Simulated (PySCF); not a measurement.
Ga(H)(F)(Et) (C2H6FGa), SMILES [F][GaH][CH2]C. Atoms are numbered in the order given.

```xyz
10

Ga    -0.3218    -0.4715     0.0000
H     -1.8703    -0.7785     0.0000
F      0.6632    -1.9580     0.0000
C      0.7339     1.1989     0.0000
C     -0.0760     2.4996     0.0000
H      1.4062     1.1339    -0.8834
H      1.4062     1.1339     0.8834
H     -0.7321     2.5821     0.8910
H     -0.7321     2.5821    -0.8910
H      0.5832     3.3935     0.0000
```

Geometry optimised at PBE-D3(BJ)/def2-SVP. The structure was generated by enumeration; whether it is a known compound was not checked. One conformer was computed; it need not be the lowest.

These are PBE/def2-TZVP run with PySCF values and carry that method's errors.

Atomic charges (e):

| atom | Mulliken | meta-Löwdin |
|---|---|---|
| Ga1 | 0.48 | [?] |
| H2 | -0.06 | [?] |
| F3 | -0.37 | -0.49 |
| C4 | -0.34 | -0.41 |
| C5 | -0.34 | [?] |
| H6 | 0.13 | 0.13 |
| H7 | 0.13 | 0.13 |
| H8 | 0.12 | 0.11 |
| H9 | 0.12 | 0.11 |
| H10 | 0.13 | 0.12 |

Q: Fill in the missing entries. (The exact figures need the calculation; the answer reports its results.)

A: 
- Ga1, meta-Löwdin: 0.69
- H2, meta-Löwdin: -0.07
- C5, meta-Löwdin: -0.33
